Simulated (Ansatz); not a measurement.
System: SiCl, charge 0, multiplicity 2. 
Coordinates optimised at B3LYP-D3(BJ)/def2-TZVP (Ansatz, a quantum-chemistry and plane-wave program):
```
Si
Cl 1 2.0838
```
Charge 0, spin multiplicity 2.

Quantity: atomisation energy (electronic, to ground-state atoms), in kcal/mol. Cores are frozen in the correlated levels unless marked. Open shells are spin-unrestricted. Spin-orbit coupling is left out. No relativistic terms. The coupled-cluster limit lacks core correlation, which all-electron functionals hold. CBS(X,Y): correlation extrapolated as X^-3; Hartree-Fock from the larger set (for Q and 5 zeta extrapolated as (X+1)exp(-9√X)).

```tsv
level	program	atomisation energy (kcal/mol)
HF/def2-TZVPP	Ansatz	70.8
B3LYP/def2-TZVPD	Ansatz	100.5
```

Predict the CCSD(T)/CBS(cc-pV(Q+d)Z,cc-pV(5+d)Z) result (Ansatz).

102.8 kcal/mol, so B3LYP/def2-TZVPD differs from it by -2.3 kcal/mol.
